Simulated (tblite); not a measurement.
Species: C₄H₁₁BrO₂Si₂.
Numbering: `[CH2:1]=[C:2]([CH3:3])[Si@@H:4]([Br:5])[O:6][Si@@H:7]([CH3:8])[OH:9]` (hydrogens: H10, H11 on C1; H12, H13, H14 on C3; H15 on Si4; H16 on Si7; H17, H18, H19 on C8; H20 on O9)

Computed with GFN2-xTB (tblite), gas phase: L-BFGS steps from a force-field or distance-geometry start until the largest atomic force falls under 0.01 eV/Å.

Geometry at step 91:
```
atom  x, y, z in Å
C1     -1.8032    1.4788   -0.4152
C2     -2.0037    0.2448    0.0311
C3     -3.3587   -0.4050    0.0370
Si4    -0.6152   -0.8232    0.7090
Br5    -0.2616   -2.4602   -0.7545
O6      0.7582   -0.0183    0.8627
Si7     2.3299    0.3950    0.6203
C8      3.0946   -0.7679   -0.6637
O9      2.3908    1.9566    0.1839
H10    -2.6082    2.0840   -0.8115
H11    -0.8254    1.9452   -0.3734
H12    -3.3421   -1.3297   -0.5425
H13    -3.6364   -0.6689    1.0616
H14    -4.1221    0.2514   -0.3773
H15    -0.9079   -1.4816    1.9732
H16     2.9044    0.3974    1.9562
H17     2.5652   -0.7369   -1.6214
H18     3.0783   -1.8048   -0.3303
H19     4.1397   -0.5100   -0.8448
H20     2.2183    2.2638   -0.7034
```

Problem. What forces act on the atoms?

Solution. 
```csv
atom,Fx (eV/Å),Fy (eV/Å),Fz (eV/Å)
C1,0.059,0.027,0.080
C2,-0.105,0.018,0.001
C3,0.066,0.015,0.019
Si4,0.003,-0.066,0.006
Br5,-0.005,0.046,0.050
O6,0.104,0.034,-0.064
Si7,0.009,0.038,0.036
C8,0.060,-0.083,-0.079
O9,-0.031,-0.047,-0.003
H10,0.073,-0.036,0.036
H11,-0.185,-0.111,-0.056
H12,0.011,0.044,0.008
H13,0.019,0.048,-0.120
H14,0.042,0.000,0.018
H15,0.033,0.004,-0.017
H16,-0.045,-0.003,-0.070
H17,0.116,0.005,0.168
H18,-0.038,0.110,-0.031
H19,-0.189,-0.008,-0.013
H20,0.001,-0.034,0.030
```

The largest, 0.22 eV/Å, acts on H11; the rms over all components is 0.065 eV/Å. The forces sum to zero within rounding, as they must for an isolated molecule in no field.

Problem. Give the force on H11 in Eh/bohr and in nN.

Solution. 0.223 eV/Å ÷ 51.422 = 0.00433 Eh/bohr, and 0.223 eV/Å × 1.602 = 0.36 nN.

Problem. How far is this geometry from the end of the optimisation?

Solution. 0.021 eV above it, and 0.334 Å rms away after alignment. The bonds farthest from their final lengths, with half the difference of the two atoms' forces along the bond (positive lengthens):

```csv
bond,now (Å),final (Å),force along bond (eV/Å)
C1–H11,1.084,1.077,-0.14
Si4–Br5,2.224,2.218,-0.06
C8–H17,1.095,1.089,-0.12
C8–H19,1.092,1.086,-0.12
C2–C3,1.503,1.498,-0.08
Si7–H16,1.454,1.450,-0.06
```

The angle farthest from its final value is Si4–O6–Si7, 159.0° against 155.1°.

The cost below is that of the whole relaxation. Time: 6.2 s. Hardware: an Intel Xeon at 2.50 GHz with one thread, shared host.
